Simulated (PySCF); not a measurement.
CH₇AlOSi, SMILES [CH3][Al]([OH])[SiH3]. Coordinates come from a PBE-D3(BJ)/def2-SVP optimisation. The values are those of a single conformer.

Question: Give the equilibrium geometry at PBE-D3(BJ)/def2-SVP (PySCF confirms it by a frequency run) as Cartesian coordinates in Å. (An estimate is asked for; the answer gives what the named calculation found.)

Answer: This is not unique; one that fits is 
```xyz
11

Al    -0.4109     0.0887    -0.3325
C     -1.7183    -1.3155    -0.7154
H     -2.4999    -0.9570    -1.4157
H     -2.2185    -1.6653     0.2128
H     -1.2317    -2.2066    -1.1664
O     -0.6806     1.5957    -1.1339
H     -0.1027     2.3676    -1.0261
Si     1.5195    -0.1955     1.1783
H      2.3654     1.0492     1.3066
H      2.4331    -1.3024     0.7051
H      1.0786    -0.5748     2.5731
```
Charge 0, spin multiplicity 1.
